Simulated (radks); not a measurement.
The numbers below are computed, except where a source is named.
Species: Tc+. Configuration: [Kr] 4d5 5s1.

Code: a radial shooting solver on a logarithmic mesh with Libxc functionals. Model: Dirac Kohn-Sham, OLYP, spin-unpolarised, spherical densities, finite nucleus; open shells are shared between the two j in proportion to 2j + 1; Fermi nuclear charge, rms radius 4.4112 fm.

Energy parts (hartree):
part                        energy
total                  -4287.64341
kinetic                 4453.71519
electron-nucleus      -10349.26104
Hartree                 1738.02873
exchange-correlation    -130.12629

Orbitals (lengths in bohr, moments of r in powers of bohr):
orbital,occ.,eigenvalue (hartree),<1/r>,<r>,small-component weight
1s1/2,2,-766.7002,44.70,0.03429,2.46e-02
2s1/2,2,-109.7070,10.20,0.1492,5.07e-03
2p1/2,2,-101.2013,10.18,0.1271,5.08e-03
2p3/2,4,-96.85670,9.668,0.1318,4.91e-03
3s1/2,2,-19.35605,3.510,0.4149,1.37e-03
3p1/2,2,-16.08602,3.411,0.4086,1.32e-03
3p3/2,4,-15.35798,3.288,0.4192,1.27e-03
3d3/2,4,-9.57860,3.107,0.3962,1.16e-03
3d5/2,6,-9.43823,3.075,0.3997,1.14e-03
4s1/2,2,-2.97504,1.295,1.058,3.18e-04
4p1/2,2,-2.02047,1.176,1.151,2.70e-04
4p3/2,4,-1.91244,1.140,1.181,2.59e-04
4d3/2,2,-0.52197,0.8172,1.642,1.43e-04
4d5/2,3,-0.51092,0.8079,1.660,1.40e-04
5s1/2,1,-0.40355,0.4181,3.082,4.27e-05
5p1/2,0,-0.24915,0.3199,3.968,2.48e-05
5p3/2,0,-0.24180,0.3105,4.074,2.34e-05

The highest occupied level is 5s1/2 at -10.981 eV. The electron density at the nucleus is 1.001e+05 e/bohr^3. Summed over all electrons, <r^2> = 42.99 bohr^2, which gives a Langevin (diamagnetic) susceptibility term of -34 x 10^-6 cm^3/mol. The density falls to 0.001 e/bohr^3 at r = 4.22 bohr. For comparison, the ionisation energy in NIST's Atomic Spectra Database is 15.260 eV (semi-empirical). In exact Kohn-Sham theory the highest level is minus the ionisation energy, but local and semilocal functionals leave it too shallow, through self-interaction and a potential that decays too fast; potentials with the right tail come closer.

Beside tabulated values, note that spin-unpolarised runs miss the spin-polarisation part of the exchange energy of open shells.
